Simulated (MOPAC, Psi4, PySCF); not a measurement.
Interaction energy of H4Si ··· Cl2 (SMILES [SiH4] and ClCl), singlet. Monomers: optimised at B3LYP-D3(BJ) (def2-TZVP), held rigid. Orientation: a higher rigid-body minimum at GFN2-xTB. The monomers approach along the line of their centres of mass (distance R); nothing else relaxes.

Geometry at R = 4.65 Å (first 5 atoms: monomer A):
```
7

Si     0.0000     0.0000     0.0000
H      0.6318     0.6582     1.1658
H     -0.6544     1.0213    -0.8486
H     -1.0120    -0.9724     0.4709
H      1.0346    -0.7071    -0.7881
Cl    -0.8553     2.9973     1.9963
Cl    -1.8879     4.6260     2.5752
```

Levels of theory: PM3, restricted, heats of formation (MOPAC); RKS-B3LYP/6-31G* = restricted B3LYP/6-31G*, spherical d, no counterpoise correction (PySCF); RHF/3-21G = PySCF 2.14.0 with restricted Hartree-Fock/3-21G, no counterpoise correction; SAPT0/jun-cc-pVDZ, frozen core (Psi4).

Interaction energies in kcal/mol; the last columns give the difference from SAPT0:

```tsv
R / Å	PM3	RKS-B3LYP/6-31G*	RHF/3-21G	SAPT0/jun-cc-pVDZ	PM3 − SAPT0/jun-cc-pVDZ	RKS-B3LYP/6-31G* − SAPT0/jun-cc-pVDZ	RHF/3-21G − SAPT0/jun-cc-pVDZ
4.03	-0.96	3.03	5.47	3.54	-4.50	-0.51	1.92
4.24	-0.88	1.11	2.09	1.29	-2.17	-0.18	0.79
4.44	-0.52	0.29	0.57	0.26	-0.78	0.03	0.31
4.65	-0.18	-0.05	-0.10	-0.21	0.03	0.16	0.11
4.85	0.01	-0.13	-0.30	-0.36	0.37	0.23	0.06
5.08	0.09	-0.12	-0.31	-0.37	0.47	0.26	0.06
5.36	0.10	-0.06	-0.23	-0.31	0.42	0.25	0.08
5.66	0.08	-0.02	-0.14	-0.23	0.31	0.21	0.10
6.17	0.04	0.01	-0.04	-0.13	0.17	0.14	0.09
6.82	0.02	0.01	-0.01	-0.07	0.09	0.07	0.06
7.87	0.01	0.00	0.00	-0.02	0.03	0.03	0.02
9.17	0.01	0.00	0.00	-0.01	0.01	0.01	0.01
```

PM3 is furthest from SAPT0/jun-cc-pVDZ at 4.03 (-4.50 kcal/mol, below); its mean absolute difference over the points is 0.78 kcal/mol.

RKS-B3LYP/6-31G* is furthest from SAPT0/jun-cc-pVDZ at 4.03 (-0.51 kcal/mol, below); its mean absolute difference over the points is 0.17 kcal/mol.

RHF/3-21G is furthest from SAPT0/jun-cc-pVDZ at 4.03 (1.92 kcal/mol, above); its mean absolute difference over the points is 0.30 kcal/mol.
